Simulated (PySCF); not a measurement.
1,2-dihydronaphthalene, C10H10.
Numbering: `[CH:1]1=[CH:2][c:3]2[cH:4][cH:5][cH:6][cH:7][c:8]2[CH2:9][CH2:10]1` (hydrogens: H11 on C1; H12 on C2; H13 on C4; H14 on C5; H15 on C6; H16 on C7; H17, H18 on C9; H19, H20 on C10)

All values: PBE0/pcSseg-1 (PySCF, non-relativistic), on one gas-phase PBE0-D3(BJ)/def2-SVP geometry that isn't relaxed in the solvent. The solvent is an IEF-PCM continuum (Bondi radii, 1.10 Å for H, scaled by 1.2). The model holds no explicit solvent molecules, cavitation or dispersion.

Gas phase at PBE0/pcSseg-1: HOMO -6.24 eV, LUMO -0.89 eV, dipole 0.66 D.

Problem. What does the continuum do to the energy, the frontier levels and the dipole at PBE0/pcSseg-1 in cyclohexane and acetonitrile?

Solution. 
```csv
solvent,ε,E(solvent) − E(gas) (kcal/mol),polarisation term (kcal/mol),distortion of the solute (kcal/mol),HOMO (eV),LUMO (eV),dipole (D)
cyclohexane,2.017,-1.38,-1.45,0.07,-6.25,-0.89,0.79
acetonitrile,35.69,-3.81,-4.33,0.52,-6.32,-0.96,1.01
```

Polarisation term: ½ Σ q·V over the induced surface charges. Distortion: the rise of the solute's own energy as its density leaves the gas-phase optimum. From cyclohexane to acetonitrile the lowering changes by a factor 2.75, Onsager's factor (ε − 1)/(2ε + 1) by 2.37 and ε itself by 17.7.

Problem. Which Hirshfeld charges (PBE0/pcSseg-1) respond most in acetonitrile (means over atoms taken as equivalent)?

Solution. 
```json
{"atoms": "C3", "environment": "substituted aromatic carbon", "gas (e)": "-0.009", "solvent (e)": "-0.018", "change": "-0.009"}
{"atoms": "C2", "environment": "alkene CH carbon", "gas (e)": "-0.060", "solvent (e)": "-0.069", "change": "-0.009"}
{"atoms": "C4", "environment": "aromatic CH carbon", "gas (e)": "-0.052", "solvent (e)": "-0.060", "change": "-0.008"}
{"atoms": "C5", "environment": "aromatic CH carbon", "gas (e)": "-0.055", "solvent (e)": "-0.063", "change": "-0.008"}
{"atoms": "C6", "environment": "aromatic CH carbon", "gas (e)": "-0.053", "solvent (e)": "-0.060", "change": "-0.007"}
{"atoms": "H16", "environment": "aromatic hydrogen", "gas (e)": "+0.047", "solvent (e)": "+0.054", "change": "+0.007"}
```

Problem. Which Mayer bond orders change most in acetonitrile?

Solution. 
```json
{"bond": "C8–C3", "length (Å)": "1.412", "gas": "1.305", "solvent": "1.294", "change": "-0.011"}
{"bond": "C1–C2", "length (Å)": "1.343", "gas": "1.851", "solvent": "1.845", "change": "-0.006"}
{"bond": "C5–C6", "length (Å)": "1.393", "gas": "1.431", "solvent": "1.425", "change": "-0.006"}
{"bond": "C9–H17", "length (Å)": "1.100", "gas": "0.941", "solvent": "0.936", "change": "-0.005"}
{"bond": "C4–C5", "length (Å)": "1.393", "gas": "1.436", "solvent": "1.432", "change": "-0.004"}
{"bond": "C6–C7", "length (Å)": "1.396", "gas": "1.423", "solvent": "1.419", "change": "-0.004"}
{"bond": "C10–H20", "length (Å)": "1.101", "gas": "0.945", "solvent": "0.942", "change": "-0.003"}
{"bond": "C1–H11", "length (Å)": "1.094", "gas": "0.955", "solvent": "0.953", "change": "-0.002"}
```
